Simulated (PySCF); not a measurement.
FH6NOSi2, SMILES [SiH2](O[SiH2]F)N.

The structure is a stationary point at PBE0-D3(BJ)/def2-SVP. The structure was generated by enumeration, and PubChem lists no compound with its InChIKey, so it may never have been made. The values are those of a single conformer.

Calculation: SMD-ωB97X/def2-SVP (PySCF).

Solvation free energies are E(SMD) − E(gas) at the gas-phase geometry, for 1 M in both phases. In vacuum the dipole moment is 2.65 D.

```csv
solvent,ΔG(solv) (kcal/mol),its non-electrostatic (CDS) part,dipole (D)
water,-0.8,4.3,3.16
chloroform,-3.1,0.4,3.02
acetone,-3.9,0.7,3.15
```
